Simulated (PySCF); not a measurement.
## Finite-field polarisability of Sb (antimony, neutral)

[Kr] 4d10 5s2 5p3, high-spin 4S determinant. Computed with PySCF 2.14 in def2-QZVPPD with the def2 core potential (28 electrons) (8s6p5d4f1g, 88 functions), with a scalar-relativistic core potential. Frozen: 4s2 4p6 4d10. Energy changes in a uniform field (μhartree):

```csv
axis,F (au),HF,MP2,CCSD,CCSD(T)
x,0.0021,-97.672,-96.705,-96.905,-96.999
x,0.0042,-390.894,-387.022,-387.819,-388.198
```

Question: Derive α along x at CCSD(T) from the two fields.

Answer: With ΔE = −αF²/2 − γF⁴/24, α = −(16 ΔE(F) − ΔE(2F))/(6F²) = 43.98 bohr³.

Question: And the mean polarisability at each level?

Answer: HF 44.29, MP2 43.85, CCSD 43.94, CCSD(T) 43.98 bohr³. Reference: 43 ± 2 bohr³ (recommended; Schwerdtfeger and Nagle, table of static dipole polarizabilities (2023 update)).
